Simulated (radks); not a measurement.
Numerical settings for the cerium ion Ce32+, [Ar] 3d8. All-electron calculation, Dirac Kohn-Sham, PBE, spin-unpolarised, spherical densities, finite nucleus; open shells fill j = l - 1/2 first; Fermi nuclear charge, rms radius 4.8771 fm. Program: a radial shooting solver on a logarithmic mesh with Libxc functionals. The defaults (mesh step 0.008 in ln r, mesh end at 40 bohr or more with all orbitals vanishing there, Anderson mixing 0.5 over 9 steps, residual threshold near 1e-9 with the energy settled to 1e-9 hartree or 1e-11 of itself, here a cap of 56 iterations) give E = -8245.4468 hartree and 3d5/2 at -2045.3 eV in 15 iterations. Run on one thread of a shared host, so times are rough (Arm Neoverse N1): 0.1 s of CPU time, 0.1 s wall, 15 iterations on 2189 mesh points. Changes against that run (0 stands for a change within the tolerance of the run):

| setting | iterations | converged | E (mhartree) | e(3d5/2) (meV) | CPU (s) |
|---|---|---|---|---|---|
| mesh step in ln r 0.02 | 15 | yes | 0 | 0 | 0.05 |
| mesh step in ln r 0.005 | 15 | yes | 0 | 0 | 0.15 |
| mesh step in ln r 0.05 | 15 | yes | +0.0113 | -0.0174 | 0.03 |
| mesh end (bohr) 12 | 15 | yes | 0 | 0 | 0.1 |
| mesh end (bohr) 5 | 15 | yes | 0 | 0 | 0.1 |
| residual threshold 0.1 | 8 | yes | 0 | +3.62 | 0.07 |
| residual threshold 0.01 | 8 | yes | 0 | +3.62 | 0.07 |
| mixing 0.2 | 18 | yes | 0 | 0 | 0.12 |
| linear mixing, mixing 0.8 | 17 | yes | 0 | 0 | 0.1 |
| linear mixing, mixing 0.2 | 56 | no | 0 | -1.65 | 0.29 |
| mixing history 3 | 15 | yes | 0 | 0 | 0.1 |
| iteration cap 8 | 8 | no | 0 | +1.75 | 0.05 |

No run marked as converged misses the energy by more than 1 mhartree. A mesh that ends early acts as a hard wall.
